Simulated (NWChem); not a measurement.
# BrClSi

```xyz
3

Si    -1.0962    -0.5090     0.0000
Cl     0.2182    -2.1341     0.0000
Br     0.3325     1.2401     0.0000
```
Charge 0, spin multiplicity 1.

All runs are NWChem calculations. The geometry was optimised at PBE0/def2-SVP, a minimum by its harmonic frequencies.

Symmetry labels belong to the abelian group Cs used in the runs, with the axes of the coordinates shown.

The Hamiltonian is non-relativistic. The structure started from a generated list of species.

Task: List the lowest 4 singlet excitations that TDA-PBE0/def2-SVPD gives, with oscillator strengths.

Result: 
```csv
state,symmetry,energy (eV),wavelength (nm),f
1,a",3.70,335,0.029
2,a",4.27,291,0.001
3,a',5.11,242,0.030
4,a",5.86,212,0.010
```
